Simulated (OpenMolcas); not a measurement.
## Cl+: effect of the basis set

```json
{
 "Program": "OpenMolcas",
 "Method": "SS-RASPT2, IPEA 0.25 Eh, imaginary shift 0.1 Eh (closed shells correlated: 2s 2p)",
 "Active space": "6 electrons in 9 orbitals (RAS2 3s 3p; RAS3 3d, at most 2 electrons)",
 "State averaging": "2S+1 = 3 even, 3 roots; 2S+1 = 1 even, 6 roots; 2S+1 = 3 odd, 3 roots; 2S+1 = 1 odd, 3 roots",
 "Spin-orbit coupling": "RASSI with atomic mean-field integrals over the reference wave functions, term energies averaged over their components"
}
```

A. ANO-RCC-VTZP [5s4p2d1f], DKH2, point nucleus; CASPT2 step roughly 8 core-seconds
B. ANO-R2 [5s4p3d1f], X2C, finite nucleus; CASPT2 step of the order of 12 core-seconds
C. ANO-RCC-VQZP [6s5p3d2f1g], DKH2, point nucleus; CASPT2 step about 15 core-seconds
D. ANO-RCC [8s7p5d4f2g], DKH2, point nucleus; CASPT2 step roughly 22 core-seconds

Energies in eV above 3s2 3p4 3P2, the measured ground level; measured values from NIST Handbook of Basic Atomic Spectroscopic Data.

```
       Level       A       B       C       D  Measured
 3s2 3p4 3P2  0.0000  0.0000  0.0000  0.0000    0.0000
 3s2 3p4 3P1  0.0780  0.0774  0.0776  0.0778    0.0863
 3s2 3p4 3P0  0.1128  0.1120  0.1121  0.1124    0.1235
 3s2 3p4 1D2   1.502   1.499   1.457   1.445    1.4449
 3s2 3p4 1S0   3.522   3.519   3.462   3.455    3.4564
3s 3p5 3P* 2  11.846  11.815  11.813  11.790   11.5761
3s 3p5 3P* 1  11.918  11.886  11.884  11.861   11.6545
3s 3p5 3P* 0  11.954  11.922  11.921  11.897   11.6959
```

Deviations, from unrounded energies. A percentage is the sum of absolute deviations over the sum of measured energies, with the sign that they share, or ± where signs differ.

| Against measurement | Levels | A | B | C | D |
| --- | --- | --- | --- | --- | --- |
| mean absolute deviation (cm-1) | 7 | 1100 | 960 | 840 | 740 |
| fine structure of the ground term (%) | 2 | -9.0 | -9.7 | -9.6 | -9.4 |
| other terms of the ground configuration (%) | 2 | +2.5 | +2.4 | +0.4 | ±0.0 |
| other configurations (%) | 3 | +2.3 | +2.0 | +2.0 | +1.8 |

D lies closest to measurement on these levels and A furthest from it. The largest miss of D in the table is 3s 3p5 3P* 2, by +1700 cm-1. The ranking rests on the paired levels alone, and a cruder setting can come out closer through cancelling errors.

Among A to D the level of the table that moves most is 3s2 3p4 1S0, by 540 cm-1 (lowest in D, highest in A). Moves below CASPT2's spread within the term are not significant.

CASPT2 breaks the degeneracy within a term, and the mean is taken; among the terms shown or strongly mixed into the levels shown the widest spread is 34 cm-1 (3s2 3p4 1D, D). Some terms mix strongly with configurations of 3d, whose occupation reaches 0.27 (3s 3p5 3P*) (figures for A; the like holds for B, C, D). The run also gave levels led by 3s2 3p3 3d, which use shells meant for correlation; these and all levels above them are left out (holds for A; C; D). Active for correlation alone: 3d; no level in the range computed is led by a configuration that fills it, so any true level of that kind is missing (holds for B). Computed and measured levels are paired by configuration, term and J; levels that our copy of the source lacks, or whose pairing is in doubt (as where it misses far off the trend of its configuration), stay unpaired and out of the deviations. Only configurations of the active space appear. Levels that lie high or do not pair safely by name in every column are left out.

* marks odd parity.
